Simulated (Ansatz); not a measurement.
Pt4, 4 atoms. Hardware: 4 threads of Arm Neoverse V2 on a shared host.

In the def2 sets Pt takes a core potential; there is no spin–orbit coupling. Correlated methods freeze no core orbitals; core or outer-core shells of Pt are correlated, in sets that lack core-valence functions.

Question: How many basis functions does each of these Ansatz runs have, and roughly what does it cost? PBE0-D4/def2-SVP, charge 0 quintet, relaxation, 11 steps; PBE0-D4/def2-SVP, charge 0 unrestricted singlet, energy with a search over starts; PBE with 5 % exact exchange/def2-TZVP, charge 0 quintet, energy, from earlier orbitals; PBE0-D4/def2-SVP, charge 0 quintet, energy with a search over starts; PBE0-D4/def2-SVP, charge 0 singlet, energy with a search over starts; r2SCAN-D4/def2-TZVP, charge 0 singlet, energy and forces, from earlier orbitals; CCSD(T)/def2-SVP, charge 0 singlet, energy, from earlier orbitals; PBE with 5 % exact exchange/def2-TZVP, charge 0 triplet, energy, from earlier orbitals; PBE0-D4/def2-TZVP, charge 0 unrestricted singlet, energy, from earlier orbitals; PBE-D4/def2-TZVP, charge 1 doublet at the geometry of the charge 0 singlet, energy, from earlier orbitals; r2SCAN-D4/def2-TZVP, charge 0 quintet, energy, from earlier orbitals; PBE0-D4/def2-TZVP, charge 0 singlet, energy, from earlier orbitals.

Answer: Other jobs shared the machine, so times can vary by a factor of up to 3. A dash marks memory too small to be measured apart from the calling script's.

```tsv
run	functions	fitting or Cholesky vectors	wall time	peak host memory (GiB)
PBE0-D4/def2-TZVP, charge 0 singlet, energy, from earlier orbitals	160	1656	3.4 s	–
PBE0-D4/def2-SVP, charge 0 singlet, energy with a search over starts	128	1352	4.3 s	–
r2SCAN-D4/def2-TZVP, charge 0 singlet, energy and forces, from earlier orbitals	160	1584	6 s	–
PBE with 5 % exact exchange/def2-TZVP, charge 0 quintet, energy, from earlier orbitals	160	1584	14 s	0.7
r2SCAN-D4/def2-TZVP, charge 0 quintet, energy, from earlier orbitals	160	1584	17 s	–
PBE with 5 % exact exchange/def2-TZVP, charge 0 triplet, energy, from earlier orbitals	160	1584	23 s	1
CCSD(T)/def2-SVP, charge 0 singlet, energy, from earlier orbitals	128	1304	37 s	0.97
PBE0-D4/def2-SVP, charge 0 quintet, energy with a search over starts	128	1304	38 s	0.61
PBE0-D4/def2-SVP, charge 0 unrestricted singlet, energy with a search over starts	128	1304	61 s	0.76
PBE0-D4/def2-SVP, charge 0 quintet, relaxation, 11 steps	128	1492	62 s	0.57
PBE-D4/def2-TZVP, charge 1 doublet at the geometry of the charge 0 singlet, energy, from earlier orbitals	160	1584	64 s	0.55
PBE0-D4/def2-TZVP, charge 0 unrestricted singlet, energy, from earlier orbitals	160	1656	93 s	1
```
